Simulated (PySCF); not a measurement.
BrF3Ge.

```xyz
5

F     -1.3789    -0.7961     1.2955
Ge     0.0000     0.0000     0.6584
F      1.3789    -0.7961     1.2955
F      0.0000     1.5923     1.2955
Br     0.0000     0.0000    -1.6013
```

The structure is a stationary point at B3LYP-D3(BJ)/def2-SVP.

Method: PySCF with PBE/pcSseg-1. Non-relativistic, no solvent.

### Question
Give the absolute GIAO shielding of each atom: isotropic value and principal components (ppm). (An estimate is asked for; the answer gives what the named calculation found.)

### Answer

```csv
atom,σ(iso),σ11,σ22,σ33,span
F1,252.3,180.3,186.3,390.3,210.0
Ge2,1293.0,1242.1,1242.1,1394.8,152.8
F3,252.3,180.3,186.3,390.3,210.0
F4,252.3,180.3,186.3,390.3,210.0
Br5,2346.4,2035.6,2035.6,2967.9,932.2
```
